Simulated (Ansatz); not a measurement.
Program: Ansatz. Geometries: PBE0-D4/def2-TZVP. ΔE: electronic, gas phase. CCSD(T)/CBS is the MP2 limit (def2-TZVPP, def2-QZVPP) plus CCSD(T) − MP2 in def2-TZVPP, frozen cores. Functionals use def2-TZVPP. One conformer a species, not always the lowest.

`CSC(F)[SiH3]` → `C[Si](C)(F)S`  (isomerisation)

`CSC(F)[SiH3]`:

Z-matrix (Å, degrees):
```
C
S 1 1.801
H 1 1.091 2 111.0
H 1 1.090 2 106.9 3 -118.7
H 1 1.089 2 110.5 3 122.8
C 2 1.774 1 101.3 3 -62.2
Si 6 1.906 2 109.0 1 162.9
F 6 1.398 2 112.4 1 -74.9
H 6 1.096 2 109.0 1 42.7
H 7 1.483 6 109.5 2 45.5
H 7 1.484 6 108.4 2 165.7
H 7 1.484 6 108.4 2 -74.9
```

`C[Si](C)(F)S`:

```xyz
12

C    -1.256    0.148    1.028
Si    0.095    0.573   -0.169
C     0.502   -0.829   -1.310
F    -0.385    1.822   -1.051
S     1.838    1.320    0.830
H    -0.945   -0.666    1.689
H    -1.507    1.011    1.647
H    -2.155   -0.174    0.495
H     0.889   -1.685   -0.751
H     1.261   -0.528   -2.035
H    -0.389   -1.156   -1.853
H     2.052    0.164    1.480
```

CCSD(T)/CBS gives -412.3 kJ/mol.

Question: Another level gave -385.0 kJ/mol. Which?
A. PBE0/def2-TZVPP
B. PBE-D4/def2-TZVPP
C. HF/def2-TZVPP
D. ωB97M-V/def2-TZVPP

Answer: B. PBE-D4 -385.0, PBE0 -399.1, ωB97M-V -407.1, HF/def2-TZVPP -412.8 kJ/mol.

Largest T1 diagnostic among the species: 0.012.

From PBE to PBE0 (25 % exact exchange), in def2-TZVPP and without D4, ΔE moves by −15.4 kJ/mol.
